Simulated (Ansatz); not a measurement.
Compare A (`C[SiH](C)CO`) with its isomer B (`CCC[SiH2]O`).

Program: Ansatz. Geometries: PBE0-D4/def2-TZVP. ΔE: electronic, gas phase. CCSD(T)/CBS adds triple-zeta CCSD(T) − MP2 to the extrapolated MP2 energy (def2 sets, frozen cores). DFT in def2-TZVPP. One conformer a species, not always the lowest.

A:

Z-matrix (Å, degrees):
```
C
Si 1 1.876
H 1 1.094 2 111.7
H 1 1.093 2 110.7 3 -119.1
H 1 1.094 2 111.3 3 121.2
C 2 1.873 1 111.0 3 177.8
C 2 1.894 1 108.9 3 -61.3
H 2 1.491 1 108.7 3 57.1
H 6 1.093 2 111.2 1 179.5
H 6 1.093 2 111.0 1 -60.6
H 6 1.093 2 111.1 1 59.3
O 7 1.425 2 113.5 1 53.1
H 7 1.094 2 109.5 1 171.4
H 7 1.101 2 110.3 1 -72.4
H 12 0.960 7 108.3 2 -57.1
```

B:

```xyz
15

C    -0.879   -0.975    1.206
C     0.489   -0.329    1.065
C     1.008   -0.293   -0.373
Si    0.011    0.745   -1.570
O    -0.230    2.279   -1.002
H    -1.648   -0.434    0.646
H    -1.196   -1.010    2.251
H    -0.870   -2.001    0.827
H     1.205   -0.868    1.695
H     0.457    0.691    1.464
H     1.067   -1.311   -0.780
H     2.031    0.098   -0.389
H     0.765    0.902   -2.840
H    -1.303    0.101   -1.864
H    -0.907    2.405   -0.337
```

(1) Which is lower in electronic energy at CCSD(T)/CBS, and by how much? (An estimate is asked.)

(2) Give E(B) − E(A) in kJ/mol with MP2/def2-TZVPP, HF/def2-TZVPP, PBE0-D4, B2PLYP, r2SCAN-D4, CCSD/def2-TZVPP, ωB97M-V. (Estimate.)

Largest T1 diagnostic: 0.010.

Answers

(1) Computed: B, by 111.8 kJ/mol.

(2) Computed: MP2/def2-TZVPP -117.5, HF/def2-TZVPP -121.7, PBE0-D4 -101.2, B2PLYP -109.6, r2SCAN-D4 -102.7, CCSD/def2-TZVPP -113.5, ωB97M-V -105.4. None reverses the order clearly.

From PBE to PBE0 (25 % exact exchange), in def2-TZVPP and without D4, E(B) − E(A) moves by −7.2 kJ/mol. In def2-TZVPP, CCSD(T) changes the Hartree–Fock value by +10.2 kJ/mol (the triples alone add +2.0 kJ/mol) and MP2 by +4.3 kJ/mol.
